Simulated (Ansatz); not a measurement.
Z-matrix (Å, degrees):
```
C
O 1 1.416
Si 1 1.941 2 109.2
B 1 1.517 2 116.9 3 -111.9
H 1 1.101 2 113.1 3 113.4
H 2 0.961 1 108.9 3 -57.9
C 3 1.866 1 113.3 2 -71.6
H 3 1.493 1 102.5 2 46.7
H 3 1.487 1 110.4 2 162.2
H 4 1.195 1 121.7 2 14.2
H 4 1.199 1 117.7 2 -172.1
H 7 1.092 3 111.3 1 -70.9
H 7 1.092 3 110.7 1 168.8
H 7 1.092 3 110.1 1 49.1
```

Charge 0, multiplicity 1.

(1) List the PBE/def2-TZVPP orbital energies in eV (the Gaussian-basis code of Ansatz). (Best estimate.)

Answers

(1) The calculation gave: Occupied: -1779.75, -510.56, -269.91, -268.77, -176.62, -137.49, -94.24, -94.21, -94.19, -25.75, -17.66, -16.92, -13.34, -12.19, -12.07, -10.40, -10.17, -9.59, -9.35, -8.26, -8.14, -7.90, -7.22, -6.14. Lowest empty: -2.15, -0.28, 0.05, 0.61, 1.12, 1.35, 1.56, 1.74.
